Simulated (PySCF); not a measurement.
Ne(2+) (neon, charge +2) across methods

[He] 2s1 2p5, high-spin 3P determinant (an excited configuration). Calculation: PySCF 2.14, in aug-cc-pVQZ with one added diffuse shell each of s, p, d, f, g type (7s6p5d4f3g, 105 functions); the non-relativistic Hamiltonian (point nucleus).

```tsv
method	E (hartree)	mean ε 2s α (eV)	mean ε 2p α (eV)	mean ε 2p β (eV)	Σ⟨r²⟩ (bohr²)	⟨S²⟩
PBE0	-125.6964	-84.993	-60.114	-54.492	5.076	2.001
LDA	-125.0603	-79.396	-56.596	-51.995	5.117	2.001
r2SCAN0	-125.7296	-86.861	-61.034	-54.853	5.049	2.002
PBE	-125.7120	-79.910	-56.555	-52.024	5.099	2.001
r2SCAN	-125.7507	-82.581	-57.832	-52.542	5.056	2.002
BHandHLYP	-125.7517	-89.868	-63.590	-57.008	5.072	2.002
UHF	-125.40452	-99.412	-69.962	-60.441	5.052	2.003
M06-2X	-125.7532	-88.560	-63.193	-57.374	5.074	2.002
revPBE	-125.7873	-79.982	-56.521	-51.996	5.096	2.001
```
